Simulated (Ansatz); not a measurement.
Energy needed to pull apart SnH$_{2}$Cl (SMILES [Cl][SnH2]), doublet, into free ground-state atoms, from the structure below (displaced at random from a GFN2-xTB minimum); no zero-point or spin–orbit terms; open-shell atoms are treated unrestricted, in their ground-state multiplicity.

Cl1  (-1.976, 0.422, -0.602)
Sn2  (0.314, -0.199, -0.525)
H3  (0.375, -1.645, 0.787)
H4  (1.206, 1.276, 0.318)
(Å)

Computed with Ansatz 0.2.0 (basis: def2-TZVPP); correlated methods freeze the cores; orbitals are unrestricted. Filled d shells of the heavier atoms are correlated. Core potentials replace the inner electrons of the atoms past krypton. The def2 sets are not built for correlating such inner shells, so the correlated values are less sure here. B3LYP uses VWN-RPA correlation.

```json
{"method": "PBE-D4", "atomization energy (kcal/mol)": "190.6"}
{"method": "r2SCAN-D4", "atomization energy (kcal/mol)": "190.8"}
{"method": "PBE0-D4", "atomization energy (kcal/mol)": "185.6"}
{"method": "B3LYP-D4", "atomization energy (kcal/mol)": "?"}
{"method": "HSE06-D4", "atomization energy (kcal/mol)": "185.7"}
{"method": "wB97M-V", "atomization energy (kcal/mol)": "?"}
{"method": "HF", "atomization energy (kcal/mol)": "128.5"}
{"method": "MP2", "atomization energy (kcal/mol)": "173.8"}
{"method": "CCSD", "atomization energy (kcal/mol)": "176.9"}
{"method": "CCSD(T)", "atomization energy (kcal/mol)": "180.8"}
```

(1) What does B3LYP-D4 give? (Judge from chemistry; the value comes from the calculation.)

(2) What does wB97M-V give? (An estimate is asked for; the value comes from the calculation.)

T1 diagnostic: at most 0.018. ⟨S²⟩ of the unrestricted Hartree–Fock references: 0.77 (a pure state has 0.75).

Answers

(1) Computed: 188.0 kcal/mol, which is about 7.2 kcal/mol more than CCSD(T)/def2-TZVPP.

(2) The calculation gives: 186.8 kcal/mol, which is about 6.0 kcal/mol more than CCSD(T)/def2-TZVPP.

In triple zeta the MP2 and coupled-cluster atomization energies are still short of their basis limit by a few kcal/mol a bond, whereas those of the functionals are nearly converged, so these differences are not deviations from converged CCSD(T).

For scale, one of the runs: CCSD(T)/def2-TZVPP forces, 120 basis functions (an equivalent command: `ansatz run in.yaml --threads 4`). Time: 73 s of wall clock on 4 CPU threads; the host was shared. Peak host memory: 2.2 GiB.
